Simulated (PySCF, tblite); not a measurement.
Species: C₆H₁₁BOSi.
Atom-mapped SMILES: `[CH2:1]=[C:2]([CH3:3])[CH2:4][C:5]1=[CH:6][BH:7][O:8][SiH2:9]1` (hydrogens: H10, H11 on C1; H12, H13, H14 on C3; H15, H16 on C4; H17 on C6; H18 on B7; H19, H20 on Si9)

Structure used (GFN2-xTB), in Å, numbered top down from 1:
```
atom  x, y, z in Å
C1    -2.053   -1.283   -0.901
C2    -1.565   -0.226   -0.273
C3    -1.654    1.162   -0.826
C4    -0.837   -0.339    1.040
C5     0.625   -0.079    0.839
C6     1.342    0.877    1.455
B7     2.835    0.884    0.991
O8     3.079   -0.072    0.064
Si9    1.779   -1.006   -0.349
H10   -1.977   -2.275   -0.491
H11   -2.557   -1.198   -1.850
H12   -2.206    1.808   -0.143
H13   -2.153    1.169   -1.792
H14   -0.654    1.580   -0.939
H15   -0.968   -1.346    1.444
H16   -1.247    0.380    1.756
H17    0.889    1.543    2.180
H18    3.700    1.592    1.339
H19    1.527   -0.786   -1.767
H20    2.090   -2.374    0.049
```

Jobs on this species (20 atoms, 74 electrons) with PySCF (density fitting) and tblite. Hardware of each: Arm Neoverse V1, one thread, no GPU (shared host). The host was shared with other jobs, so the times are rough.

Question: Rank these jobs by wall time, shortest first.
A. GFN2-xTB; Hessian by finite differences
B. GFN2-xTB; L-BFGS relaxation
C. PBE0/pcSseg-1; shieldings, ring-centre shieldings, charges and field gradients, density and orbital grids written; 215 basis functions

Answer: A (0.88 s), B (1.5 s), C (50 s).

All jobs:

| level and settings | work | basis functions | SCF cycles | wall time |
| --- | --- | --- | --- | --- |
| GFN2-xTB | Hessian by finite differences | – | – | 0.88 s |
| GFN2-xTB | L-BFGS relaxation | – | – | 1.5 s |
| PBE0/pcSseg-1 | shieldings, ring-centre shieldings, charges and field gradients, density and orbital grids written | 215 | 14 | 50 s |

Question: What do all jobs in the table cost together?

Answer: About 52 s; the longest takes about 95 % of that, and about 57 times as long as the shortest.
